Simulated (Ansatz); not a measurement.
Geometry optimisation, Ansatz, RKS PBE-D4/def2-SVP.

input.yaml

```yaml
crystal:
  periodic: [false, false, false]
  atoms:
    - { symbol: Ge, position_ang: [-0.089105, -0.072327, -0.040678] }
    - { symbol: H, position_ang: [-0.153128, -0.052018, 1.514306] }
    - { symbol: H, position_ang: [1.332082, -0.01546, -0.629757] }
    - { symbol: O, position_ang: [-1.084029, 1.257026, -0.724689] }
    - { symbol: H, position_ang: [-1.949263, 0.913836, -1.024089] }
    - { symbol: O, position_ang: [-0.832737, -1.628077, -0.552969] }
    - { symbol: H, position_ang: [-1.377865, -2.001721, 0.162871] }
    - { symbol: Cl, position_ang: [1.542702, 2.454662, 1.593725] }
    - { symbol: H, position_ang: [0.657644, 1.545079, 2.01448] }
basis:
  gaussian: { orbitals: def2-SVP }
hamiltonian:
  xc: pbe
  dispersion: d4
relax:
  f_tol: 0.03
  max_steps: 50
```

Command:

```bash
$ ansatz run input.yaml --threads 2 --pin off --max-ram 3072MiB --backend cpu --events-out ev --progress --plain --runs-dir out
```

Q: Where does it end, and by what steps?

A: It converged. After 21 steps the energy has fallen by 0.462 eV; H9 moved furthest, 1.26 Å.

| step | energy less start (eV) | largest force component (eV/Å) | accepted |
| --- | --- | --- | --- |
| 0 | 0.0000 | 0.639 | yes |
| 1 | -0.0298 | 0.454 | yes |
| 2 | -0.0352 | 0.235 | yes |
| 3 | -0.0403 | 0.101 | yes |
| 4 | -0.0442 | 0.075 | yes |
| 5 | -0.0507 | 0.094 | yes |
| 6 | -0.0468 | 0.626 | no |
| 7 | -0.0589 | 0.159 | yes |
| 8 | -0.0672 | 0.368 | yes |
| 9 | -0.0766 | 0.643 | yes |
| 10 | -0.1268 | 0.243 | yes |
| 11 | -0.1595 | 0.741 | yes |
| 12 | -0.1986 | 0.723 | yes |
| 13 | -0.2520 | 0.674 | yes |
| 14 | -0.3173 | 0.504 | yes |
| 15 | -0.3838 | 0.480 | yes |
| 16 | -0.4426 | 0.279 | yes |
| 17 | -0.4504 | 0.482 | yes |
| 18 | -0.4610 | 0.063 | yes |
| 19 | -0.4618 | 0.044 | yes |
| 20 | -0.4620 | 0.037 | yes |
| 21 | -0.4621 | 0.011 | yes |

```xyz
9
Properties=species:S:1:pos:R:3
Ge 0.023 -0.421 0.127
H 0.271 -0.779 1.607
H 1.242 -0.214 -0.791
O -0.969 1.116 0.258
H -1.188 1.471 -0.626
O -0.961 -1.643 -0.738
H -1.716 -1.937 -0.195
Cl 1.225 2.654 1.616
H 0.118 2.154 1.057
```

Whether the end is a true minimum wasn't checked by a vibrational analysis.

The run took 47 s on 2 threads of Intel(R) Xeon(R) Platinum 8259CL CPU @ 2.50GHz (Skylake/Cascade Lake), on a shared host, peak memory 0.17 GiB.
